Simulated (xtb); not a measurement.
xtb input (GFN2-xTB):

```bash
xtb mol.xyz --gfn 2 --sp --chrg 0 --uhf 0
```
mol.xyz:
```
2

Cu    -0.00000000    -0.00000000    -1.21726486
Br     0.00000000     0.00000000     1.00859089
```

End of the output:

```
         :::::::::::::::::::::::::::::::::::::::::::::::::::::
         ::                     SUMMARY                     ::
         :::::::::::::::::::::::::::::::::::::::::::::::::::::
         :: total energy              -7.998060466236 Eh    ::
         :: gradient norm              0.011957776107 Eh/a0 ::
         :: HOMO-LUMO gap              5.057207149476 eV    ::
         ::.................................................::
         :: SCC energy                -8.002287623331 Eh    ::
         :: -> isotropic ES            0.020541858881 Eh    ::
         :: -> anisotropic ES          0.002840554368 Eh    ::
         :: -> anisotropic XC         -0.019370500144 Eh    ::
         :: -> dispersion             -0.000742081802 Eh    ::
         :: repulsion energy           0.004227157095 Eh    ::
         :: add. restraining           0.000000000000 Eh    ::
         :: total charge              -0.000000000000 e     ::
         :::::::::::::::::::::::::::::::::::::::::::::::::::::

           -------------------------------------------------
          |                Property Printout                |
           -------------------------------------------------

    * Orbital Energies and Occupations

         #    Occupation            Energy/Eh            Energy/eV
      -------------------------------------------------------------
         1        2.0000           -0.7973152             -21.6960
         2        2.0000           -0.4345657             -11.8251
         3        2.0000           -0.4120232             -11.2117
         4        2.0000           -0.4120232             -11.2117
         5        2.0000           -0.4073027             -11.0833
         6        2.0000           -0.4073027             -11.0833
         7        2.0000           -0.4037097             -10.9855
         8        2.0000           -0.3797798             -10.3343
         9        2.0000           -0.3797798             -10.3343 (HOMO)
        10                         -0.1939308              -5.2771 (LUMO)
        11                         -0.0765025              -2.0817
        12                         -0.0765025              -2.0817
Note: The following floating-point exceptions are signalling: IEEE_DENORMAL
normal termination of xtb
        13                          0.0599682               1.6318
        14                          0.0916990               2.4953
        15                          0.0916990               2.4953
        16                          0.1116432               3.0380
        17                          0.1116432               3.0380
        18                          0.8144548              22.1624
      -------------------------------------------------------------
                  HL-Gap            0.1858489 Eh            5.0572 eV
             Fermi-level           -0.2868553 Eh           -7.8057 eV

     #   Z          covCN         q      C6AA      α(0)
     1  29 Cu       0.826     0.402   145.432    27.628
     2  35 Br       0.826    -0.402   196.184    22.583

 Mol. C6AA /au·bohr⁶  :        665.721222
 Mol. C8AA /au·bohr⁸  :      47647.396388
 Mol. α(0) /au        :         50.211056

Wiberg/Mayer (AO) data.
largest (>0.10) Wiberg bond orders for each atom

 ---------------------------------------------------------------------------
     #   Z sym  total        # sym  WBO       # sym  WBO       # sym  WBO
 ---------------------------------------------------------------------------
     1  29 Cu   0.887 --     2 Br   0.887
     2  35 Br   0.887 --     1 Cu   0.887
 ---------------------------------------------------------------------------

Topologies differ in total number of bonds
Writing topology from bond orders to xtbtopo.mol

molecular dipole:
                 x           y           z       tot (Debye)
 q only:        0.000       0.000      -1.690
   full:        0.000       0.000      -3.649       9.274
molecular quadrupole (traceless):
                xx          xy          yy          xz          yz          zz
 q only:       -0.333       0.000      -0.333       0.000       0.000       0.666
  q+dip:        0.074       0.000       0.074       0.000       0.000      -0.148
   full:        0.077      -0.000       0.077       0.000       0.000      -0.153

           -------------------------------------------------
          | TOTAL ENERGY               -7.998060466236 Eh   |
          | GRADIENT NORM               0.011957776107 Eh/α |
          | HOMO-LUMO GAP               5.057207149476 eV   |
           -------------------------------------------------

------------------------------------------------------------------------
------------------------------------------------------------------------
 total:
 SCF:
```
